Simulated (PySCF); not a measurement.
Molecule: SMILES [AsH3+][BH2-]C1CC1, C3H10AsB.

Atoms are numbered as in `[AsH3+:1][BH2-:2][CH:3]1[CH2:4][CH2:5]1`. Each H is labelled by its parent atom. Ha(C4), Ha(C5) are cis to B2 on the ring; Hb(C4), Hb(C5) are trans to B2 on the ring.

Geometry PBE0-D3(BJ)/def2-SVP throughout; GIAO in PySCF, gas phase, one conformer, non-relativistic; equivalent atoms averaged; basis pcSseg-1.

For orientation, BP86 gives these absolute shieldings σ: As1 1612.5, B2 118.1, C4/C5 170.2, C3 180.4, H(As1) 27.26, H(B2) 29.00, Hb(C4)/Hb(C5) 30.75, Ha(C4)/Ha(C5) 31.19, H(C3) 31.64 ppm.

A run gave: As1 1579.6, B2 113.2, C4/C5 166.2, C3 175.5, H(As1) 27.47, H(B2) 29.13, Hb(C4)/Hb(C5) 30.85, Ha(C4)/Ha(C5) 31.30, H(C3) 31.75 ppm (absolute shieldings σ).

Which functional was used in that run?
A. B97-2
B. BLYP
C. wB97X-D
D. B3LYP
E. PBE

## Answers

B. As1 tells them apart best: BLYP gives 1579.6, B3LYP gives 1619.7, wB97X-D gives 1654.0, PBE gives 1617.8, B97-2 gives 1641.2 ppm.
